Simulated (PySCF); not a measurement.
# Exercise with solution: dipole moment from atomic charges

C4H2BrCl, SMILES C(/Cl)(Br)=C\C#C. Atoms are numbered in the order given.

```xyz
8

C      0.5820     3.2765     0.0000
C      0.9367     2.1150     0.0000
C      1.3923     0.7740     0.0000
C      0.5956    -0.3158     0.0000
Cl     1.2557    -1.9141     0.0000
Br    -1.2891    -0.2130     0.0000
H      0.2572     4.2998     0.0000
H      2.4730     0.5975     0.0000
```

The structure is a stationary point at B3LYP-D3(BJ)/def2-SVP. The structure was generated by enumeration; whether it is a known compound was not checked.

Charges (e) from PBE/def2-TZVP (PySCF):

| atom | ESP fit | IAO |
|---|---|---|
| C1 | -0.422 | -0.214 |
| C2 | 0.007 | -0.022 |
| C3 | 0.128 | -0.190 |
| C4 | -0.241 | -0.096 |
| Cl5 | 0.028 | 0.039 |
| Br6 | 0.075 | 0.082 |
| H7 | 0.313 | 0.208 |
| H8 | 0.112 | 0.192 |

The dipole moment of the full density is 0.79 D.

### Question
What dipole moment does each set of point charges give, and which comes closer to that of the density?

### Answer

μ = Σ q r, and 1 e Å = 4.8032 D.
ESP fit: Σ q r = (0.092, 0.150, 0.000) e Å, |μ| = 0.85 D.
IAO: Σ q r = (0.005, 0.053, 0.000) e Å, |μ| = 0.25 D.
ESP fit comes closer in size. Point charges leave out the atoms' own dipoles (lone pairs, polarised bonds); fits to the potential absorb them, partitions of the density don't.
